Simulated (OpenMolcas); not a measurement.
BSiH4O2F (SMILES O[SiH2]B(O)F): the HOMO–LUMO gap, rung by rung

BSiH4O2F: 9 atoms, total charge 0, spin state singlet. SMILES: `O[SiH2]B(O)F`. Geometry: relaxed at PBE0-D4/def2-TZVP. This is one conformer, not always the lowest.

| atom | x (Å) | y (Å) | z (Å) |
| --- | --- | --- | --- |
| O | 1.1525 | 0.6501 | 1.7030 |
| Si | 0.8376 | -0.4398 | 0.5002 |
| B | -0.7015 | 0.1940 | -0.6709 |
| O | -0.9680 | -0.3816 | -1.8590 |
| F | -1.4885 | 1.1969 | -0.2504 |
| H | 0.4010 | 1.0981 | 2.0929 |
| H | 2.0933 | -0.5798 | -0.2781 |
| H | 0.4933 | -1.7816 | 1.0563 |
| H | -1.7313 | -0.0026 | -2.3111 |

Quantity: the HOMO–LUMO gap, in eV. The values are calculated.

```csv
level,kind,program,value (eV)
SVWN5/def2-SVP,LDA,OpenMolcas,5.14
PBE/def2-SVP,GGA,OpenMolcas,5.29
M06-L/def2-SVP,meta-GGA,OpenMolcas,5.91
B3LYP/def2-SVP,global hybrid,OpenMolcas,7.29
BHLYP/def2-SVP,global hybrid,OpenMolcas,10.15
M06-2X/def2-SVP,hybrid meta-GGA,OpenMolcas,10.02
PBE0/def2-SVP,global hybrid,OpenMolcas,7.71
B2PLYP/def2-SVP,double hybrid,OpenMolcas,10.43
```

The values span 5.14 to 10.43 eV. Orbital gaps aren't excitation energies, and those of double hybrids come from the SCF part alone; they tend to grow with the share of exact exchange.
